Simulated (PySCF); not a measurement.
# Dipole response of Ne³⁺ (neon, charge +3)

[He] 2s2 2p3, high-spin 4S determinant. Calculation: PySCF 2.14, in dyall-acv3z (15s9p4d2f, 76 functions); the spin-free X2C one-electron Hamiltonian (Gaussian nucleus). Coupled (time-dependent) response in atomic units; α is the mean over directions.

| method | mean α (bohr³) | C₆ (like pair) | S(−4) |
| --- | --- | --- | --- |
| UHF | 0.7102 | 0.6079 | 0.6136 |
| PBE | 0.6883 | 0.6094 | 0.4997 |
| PBE0 | 0.6886 | 0.6048 | 0.5137 |
| TPSSh | 0.6980 | 0.6193 | 0.5170 |
| revPBE | 0.6899 | 0.6115 | 0.5007 |

S(−4) is the Cauchy moment in α(ω) = α(0) + S(−4) ω² + …

α(iu) at UHF:

| u (hartree) | α(iu) (bohr³) |
| --- | --- |
| 0 | 0.7102 |
| 0.0500 | 0.7086 |
| 0.100 | 0.7041 |
| 0.200 | 0.6870 |
| 0.300 | 0.6614 |
| 0.500 | 0.5976 |
| 0.750 | 0.5182 |
| 1.00 | 0.4524 |
| 1.50 | 0.3581 |
| 2.00 | 0.2933 |
| 3.00 | 0.2065 |
| 5.00 | 0.1146 |

A single London oscillator, α(iu) = α/(1 + u²/ω²), gives C₆ = (3/4) ω α². Matching the computed C₆ needs ω = 4 × 0.6079 / (3 × 0.7102²) = 1.61 hartree.

For an ion, C₆ is the dispersion term alone; charge-induced terms of lower order in 1/R come first.
